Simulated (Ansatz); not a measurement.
`[AlH2][CH2]C(Cl)Cl`, charge 0, multiplicity 1.

**Question.** Give a relaxed structure at PBE0-D4/def2-TZVP (the Gaussian-basis code of Ansatz). (Best estimate.)

**Answer.** The calculation gave: 
Z-matrix (Å, degrees):
```
Al
Cl 1 2.534
C 1 2.002 2 71.4
H 1 1.588 2 101.8 3 114.9
H 1 1.584 2 106.8 3 -116.0
C 2 1.858 1 73.3 3 -18.3
H 3 1.092 1 119.2 2 141.4
H 3 1.093 1 109.1 2 -92.7
Cl 6 1.769 2 108.5 1 151.6
H 6 1.087 2 102.8 1 -95.5
```
This is one stationary point; other conformers may exist.
